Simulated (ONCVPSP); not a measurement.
# Reading a pseudo-wave (silicon (Si))

Columns: radius, all-electron u(r) and pseudo u(r) of the 3s shell (level -28.54 eV) of silicon in the configuration [Ne] 3s2; PBE, scalar-relativistic, ONCV scheme, ONCVPSP 4.0.1.

```csv
r (bohr),all-electron,pseudo
0.095,0.1494,0.0337
0.190,-0.1207,0.0697
0.285,-0.3196,0.1091
0.380,-0.3805,0.1512
0.475,-0.3341,0.1952
0.570,-0.2226,0.2415
0.665,-0.0793,0.2916
0.760,0.0728,0.3464
0.855,0.2197,0.4048
0.950,0.3531,0.4638
1.045,0.4687,0.5204
1.140,0.5652,0.5737
1.235,0.6426,0.6246
1.330,0.7021,0.6737
1.425,0.7453,0.7192
1.520,0.7737,0.7567
1.615,0.7889,0.7811
1.710,0.7925,0.7904
1.805,0.7862,0.7860
1.900,0.7717,0.7716
1.995,0.7505,0.7504
2.090,0.7240,0.7240
2.185,0.6936,0.6936
2.280,0.6604,0.6604
2.375,0.6254,0.6254
2.470,0.5895,0.5894
```

(1) How many radial nodes do the two functions have?

(2) At about which radius was the pseudo-wave matched?

(3) Where does each function peak?

(4) Is the pseudo-wave norm-conserving?

## Answers

(1) The all-electron 3s function has n − l − 1 = 2; the pseudo-wave has 0, since the states of the same l below it are removed with the core.

(2) 1.90 bohr, where the columns begin to agree (steps of 0.10 bohr).

(3) Outermost all-electron maximum near 1.71 bohr, pseudo maximum near 1.71 bohr (to the table’s step).

(4) Yes: the ONCV scheme keeps the norm inside the radius equal to the all-electron one, which fixes the energy derivative of the logarithmic derivative at the level.
